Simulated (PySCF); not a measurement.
**Trend along group 13: MBr anions**

CCSD(T) with triple-zeta basis sets in PySCF, for the lowest determinant that a PBE0 search found; no spin–orbit coupling. De refers to high-spin ground-configuration atoms (the charge goes to the atom of lower measured ionisation energy or higher electron affinity, which is not always the lowest computed limit).

| M | basis | reference, frozen orbitals | charged atom | state (unpaired electrons) | Re (Å) | ωe (cm⁻¹) | De (eV) |
| --- | --- | --- | --- | --- | --- | --- | --- |
| B | def2-TZVPPD | UHF, 10 | Br− | doublet (π ↑) | 2.123 | 384 | 1.17 |
| Al | def2-TZVPPD | UHF, 14 | Br− | doublet (π ↑) | 2.511 | 251 | 1.37 |
| Ga | def2-TZVPPD | UHF, 18 | Br− | doublet (π ↑) | 2.582 | 174 | 1.17 |

The shortest bond is that of BBr⁻ (2.123 Å), the longest that of GaBr⁻ (2.582 Å).

Down a group the atoms grow and get heavier, so bonds lengthen and wavenumbers fall; this series shows no clear exception.

Correlated steps freeze the inner cores (10 to 18 orbitals); shallow outer-core shells are correlated. Spin–orbit coupling is left out. For an ion De counts to the pair picked by the measured ionisation energies or electron affinities, which need not be the lowest pair at this level. States were picked by a PBE0 search and need not be the measured ground states.
